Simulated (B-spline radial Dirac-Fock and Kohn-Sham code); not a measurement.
# Sn³⁶⁺: eigenvalues, ΔSCF and the reference

System: the Sn³⁶⁺ ion in the configuration 1s2 2s2 2p6 3s2 3p2.

The density-functional columns are spherical, spin-unpolarised Dirac-Kohn-Sham results without Breit or QED terms: −ε is minus the orbital energy of the initial state and ΔSCF the difference of two total energies. The reference in the last column comes from ΔSCF Dirac-Fock with Breit, self-energy and vacuum polarisation, finite nucleus, configuration average. All numbers are from an atomic code on a B-spline grid, in eV; a selection of levels is shown. For the 1s level of heavy atoms much of the gap between ΔSCF and the reference is the Breit and QED part, -96.1 eV here; for other levels the error of the functional can be larger.

```tsv
level	LDA −ε	LDA ΔSCF	Dirac-Fock
K (1s)	31074.1	31449.7	31361.1
L1 (2s)	6388.0	6479.3	6517.7
L2 (2p1/2)	6128.3	6236.7	6224.8
L3 (2p3/2)	5891.1	5994.6	5990.0
M1 (3s)	2499.5	2537.3	2533.1
M2,3 (3p)	2368.0	2407.3	2403.7
```

Values without a named source are computed, but for edge energies of neutral atoms, which are taken from tables.
